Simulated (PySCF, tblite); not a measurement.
Species: C₃H₈BFS.
SMILES: `C[S@+]1[BH2-][C@@H](F)C1`

Jobs on this species (14 atoms, 56 electrons) with PySCF (density fitting) and tblite. Hardware of each: Arm Neoverse N1, one thread, shared host. The host was shared with other jobs, so the times are rough.

```tsv
level and settings	work	basis functions	SCF cycles	wall time
PBE0/pcSseg-1	shieldings, ring-centre shieldings, charges and field gradients	149	?	?
CAM-B3LYP/def2-SVPD	8 singlets by full TDDFT, 3 Tamm–Dancoff triplets, polarisability	194	?	?
GFN2-xTB	L-BFGS relaxation	–	–	0.94 s
delta-SCF UKS SCAN, pcX-2 on the ionised atom, pcseg-1 elsewhere, spin-free X2C	ΔSCF core ionisation, 7 holes	170	117	2.8 min
GFN2-xTB	Hessian by finite differences	–	–	0.56 s
```

Question: Fill in the missing figures.

Answer: 
- PBE0/pcSseg-1; shieldings, ring-centre shieldings, charges and field gradients: 32 s, 14 SCF cycles
- CAM-B3LYP/def2-SVPD; 8 singlets by full TDDFT, 3 Tamm–Dancoff triplets, polarisability: 60 s, 12 SCF cycles

Question: What do all jobs in the table cost together?

Answer: About 4.4 min; the longest takes about 64 % of that, and about 300 times as long as the shortest.
